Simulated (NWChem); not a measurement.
Molecule: SiH₄O; SMILES [SiH3]O

Computed with NWChem. The geometry was optimised at PBE0/def2-SVP. Ions are spin-unrestricted doublets at the neutral geometry. Hybrids' shares of exact exchange are those that their runs print; pure functionals count as 0. The functionals differ in more than this share.

```csv
row,share of exact exchange,ΔSCF ionisation energy minus −ε(HOMO) (eV)
r2SCAN/def2-SVP,0.00,3.61
B3LYP/def2-SVP,0.20,withheld
BHandHLYP/def2-SVP,0.50,1.32
M06-2X/def2-SVP,0.54,1.42
```

Question: Fit a straight line of the last column on the one before it, predict the withheld value, and compare with the run.

Answer: 
1. Means of the 3 shown rows: x = 0.347, y = 2.117. Slope Σ(x − x̄)(y − ȳ)/Σ(x − x̄)² = -0.7745/0.1811 = -4.278; intercept 3.600.
2. The shown rows scatter about the line by 0.111 (root mean square); the largest residual is -0.14, at BHandHLYP/def2-SVP.
3. At x = 0.20 (B3LYP/def2-SVP; inside the shown range) the line gives 2.74.
4. The run gives 2.85, +0.11 from the line, 1.0 times the scatter. The line crosses zero at a share of 0.84, outside the shown range.
